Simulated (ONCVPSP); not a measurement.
Which change was made? (C, ONCV)

- Element: carbon (C)
- Generator: ONCVPSP 4.0.1
- Type: optimised norm-conserving Vanderbilt (ONCV)
- Functional: PBE
- Relativity: scalar-relativistic
- Frozen core: [He]
- Valence charge: 4
- Reference configuration: 2s2 2p1.5 (charge +0.5)
- Partial waves: 2s: rc 1.15 bohr, ncon 5, nbas 8, qcut 5.1 1/bohr, local; 2p: rc 2.40 bohr, ncon 4, nbas 7, qcut 6.8 1/bohr, 2 projectors, debl 0.4 Ha; d scattering state at 0.16 Ha: rc 2.10 bohr, ncon 5, nbas 9, qcut 4.4 1/bohr, 3 projectors, debl 1.5 Ha
- Local potential: the s channel
- Core correction: Teter function, fcfact 2.25, rcfact 1.45

Cutoffs, loose and tight: the cutoffs (Ha) at which the residual kinetic energy of the hardest occupied pseudo-wave falls to 1 and 0.1 mHa per electron. They do not see the model core or the augmentation charge, which bear on the density cutoff. Test errors are all-electron minus pseudo excitation energies from the reference, over the configurations 2s2 2p2; 2s2 2p1; 2s2 2p0; 2s1 2p2; variants that change the core or the reference have their own tests.

The base gives: outcome: generated; cutoff, loose: 43 Ha; cutoff, tight: 105 Ha; bound ghosts: none; GHOST(+) flags above zero: d; largest test error (meV): +329.

After one change the result is: outcome: generated; cutoff, loose: 21 Ha; cutoff, tight: 34 Ha; bound ghosts: none; GHOST(+) flags above zero: none; largest test error (meV): +227. Which change was it?
A. s: qcut 3.9; p: qcut 5.1; d: qcut 3.3
B. s: qcut 7; p: qcut 9.3; d: qcut 6
C. s: qcut 4.6; p: qcut 6.1; d: qcut 4

B. The others give: s: qcut 4.6; p: qcut 6.1; d: qcut 4 → outcome: generated; cutoff, loose: 75 Ha; cutoff, tight: 110 Ha; bound ghosts: d; GHOST(+) flags above zero: d; largest test error (meV): +389 | s: qcut 3.9; p: qcut 5.1; d: qcut 3.3 → outcome: generated; cutoff, loose: 86 Ha; cutoff, tight: 115 Ha; bound ghosts: d; GHOST(+) flags above zero: d; largest test error (meV): +498.
